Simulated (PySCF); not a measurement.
**Electron correlation in P⁺ (phosphorus, charge +1)**

[Ne] 3s2 3p2, high-spin 3P determinant. All numbers are calculated (PySCF 2.14, the spin-free X2C one-electron Hamiltonian (Gaussian nucleus), in x2c-SVPall (4s3p1d, 18 functions)). Frozen: [Ne]; 4 electrons correlated.

MP2 pair energies summed by pair of shells (mhartree):

```json
{"pair": "3s-3p", "energy": "-29.63", "share (%)": "59.6"}
{"pair": "3s-3s", "energy": "-14.96", "share (%)": "30.1"}
{"pair": "3p-3p", "energy": "-5.09", "share (%)": "10.2"}
```

Total MP2 correlation energy: -49.68 mhartree.

Same-spin part -8.02 and opposite-spin part -41.66 mhartree; SCS-MP2 scales them by 1/3 and 6/5 to -52.66 mhartree.

```csv
level,correlation energy (mhartree)
CCSD,-69.72
(T),-0.95
CCSD(T),-70.67
```

Diagnostics: T1 = 0.0082, D1 = 0.0203, largest double amplitude 0.108.

Cost of the coupled-cluster step: 0.08 s of wall time on 1 thread of Intel(R) Xeon(R) Platinum 8559C (shared host), for 4 correlated electrons.

Iterations:

```
CC2 = 0
CCSD nocc = (np.int64(3), np.int64(1)), nmo = (13, 13)
frozen orbitals [[0, 1, 2, 3, 4], [0, 1, 2, 3, 4]]
max_cycle = 100
direct = 0
conv_tol = 1e-08
conv_tol_normt = 1e-06
diis_space = 8
diis_start_cycle = 0
Init t2, MP2 energy = -0.0496764720965037
Init E_corr(UCCSD) = -0.0496764720965266
cycle = 1  E_corr(UCCSD) = -0.0634231662428982  dE = -0.0137466941  norm(t1,t2) = 0.0495975
cycle = 2  E_corr(UCCSD) = -0.0674359227604306  dE = -0.00401275652  norm(t1,t2) = 0.0187074
cycle = 3  E_corr(UCCSD) = -0.0697274760331522  dE = -0.00229155327  norm(t1,t2) = 0.00832536
cycle = 4  E_corr(UCCSD) = -0.0697090793975838  dE = 1.83966356e-05  norm(t1,t2) = 0.00142841
cycle = 5  E_corr(UCCSD) = -0.0697264980782523  dE = -1.74186807e-05  norm(t1,t2) = 0.000208128
cycle = 6  E_corr(UCCSD) = -0.0697210486963751  dE = 5.44938188e-06  norm(t1,t2) = 2.79072e-05
cycle = 7  E_corr(UCCSD) = -0.0697229959080938  dE = -1.94721172e-06  norm(t1,t2) = 5.64124e-06
cycle = 8  E_corr(UCCSD) = -0.0697225708155357  dE = 4.25092558e-07  norm(t1,t2) = 1.31365e-06
cycle = 9  E_corr(UCCSD) = -0.0697226189638761  dE = -4.81483405e-08  norm(t1,t2) = 2.34844e-07
cycle = 10  E_corr(UCCSD) = -0.0697226179876069  dE = 9.76269218e-10  norm(t1,t2) = 3.26827e-08
UCCSD converged
E(UCCSD) = -341.1077318883472  E_corr = -0.06972261798760689
UCCSD(T) correction = -0.000945990571007698
```
